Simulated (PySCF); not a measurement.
## Gas-phase XPS of (BeSe)4 cube, computed

(BeSe)4 cube, Be₄Se₄.
Z-matrix (Å and degrees, PBE0-D3(BJ)/def2-SVP geometry), rows numbered from 1:
```
Be
Se  1  2.1888
Be  2  2.1885  1   66.16
Se  3  2.1882  2  109.39  1    23.39
Be  4  2.1905  1   65.95  2    96.69
Se  5  2.1890  4  109.65  1    23.06
Be  6  2.1895  1   66.15  2   -23.33
Se  7  2.1876  2  109.45  1    96.34
```

Method used: delta-SCF UKS SCAN, pcX-2 on the ionised atom, pcseg-1 elsewhere, spin-free X2C in PySCF. Binding energies are ΔSCF values: E(core-ionised, relaxed orbitals) − E(ground state) at a fixed geometry, referred to the vacuum level.

Task: Give the core binding energies atom by atom.

Result: 
```tsv
atom(s)	bonded to	level	binding energy (eV)	count
Be1/Be3/Be5/Be7	3 Se	Be 1s	120.65	4
```

Task: Give the binding energy of Be 1s of Be1/Be3/Be5/Be7 in hartree and in kJ/mol.

Result: 120.65 eV = 4.4338 Eh = 11641 kJ/mol.

Task: Which photon energy gives electrons from Be 1s of Be1/Be3/Be5/Be7 a kinetic energy of 50 eV, and what is their de Broglie wavelength?

Result: hν = 120.65 + 50 = 170.65 eV, recoil neglected; λ = 12.264 Å/√(E/eV) = 1.73 Å.

The first atom of each set that the bonding makes equivalent was ionised and stands for the set. Spin contamination (⟨S²⟩ against 0.75 for a pure doublet) is marked for Be 1s of Be1/Be3/Be5/Be7 (0.86), which makes this value less certain. No level of selenium is listed. Geometry: PBE0-D3(BJ)/def2-SVP, one conformer, isolated molecule.

On one thread of an AMD EPYC, no GPU, shared host with 64 logical CPUs at a one-minute load of 61, this took 13 s wall and 0.50 GiB of memory at its peak.
